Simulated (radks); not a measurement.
Effect of the nuclear size on the rubidium ion Rb+, [Kr]. Calculated with a radial shooting solver on a logarithmic mesh with Libxc functionals: Dirac Kohn-Sham, exchange-only LDA, spin-unpolarised, spherical densities, finite nucleus; Fermi nuclear charge, rms radius 4.2036 fm. The rms radius is varied about that value; shifts are against it.

| rms radius (fm) | total energy shift (eV) | density at nucleus (e/bohr^3) | 1s1/2 shift (meV) | 2s1/2 shift (meV) | 3p1/2 shift (meV) | 4s1/2 shift (meV) |
|---|---|---|---|---|---|---|
| 3.6613 | -0.174 | 5.532e+04 | -73.6 | -7.53 | 0.111 | -0.152 |
| 3.8253 | -0.123 | 5.511e+04 | -52.4 | -5.35 | 0.079 | -0.108 |
| 4.2036 | 0 | 5.468e+04 | 0.000 | 0.000 | 0.000 | 0.000 |
| 4.4306 | 0.0792 | 5.444e+04 | 33.6 | 3.43 | -0.051 | 0.069 |
| 4.666 | 0.165 | 5.42e+04 | 70.1 | 7.17 | -0.106 | 0.145 |

Slopes of the eigenvalues against <r^2> in GHz/fm^2, as finite differences over the two radii next to the reference (eigenvalue slopes, not the field-shift constants of lines): 1s1/2 4160, 2s1/2 425, 3p1/2 -6.28, 4s1/2 8.60.
